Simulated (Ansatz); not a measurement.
Ansatz results at the PBE0-D4/def2-TZVP geometry: HOMO energy (PBE/def2-TZVPP) -6.92 eV; LUMO energy (PBE/def2-TZVPP) -1.22 eV; size of the dipole moment (B3LYP/def2-TZVPP) 1.88 D.

**Question.** Which molecule gave them?
A. `N[PH][Ga]([OH])[O][AlH2]`
B. `NC1N=C1[SiH3]`
C. `C/N=C(/F)Cl`
D. `NC[SiH](N)O`

**Answer.** C. The others give `NC1N=C1[SiH3]`: -5.25, -2.19, 1.04; `NC[SiH](N)O`: -5.26, -0.09, 0.75; `N[PH][Ga]([OH])[O][AlH2]`: -5.90, -1.88, 1.87.

B3LYP here is the variant with VWN-RPA as its local correlation; programs differ in this.
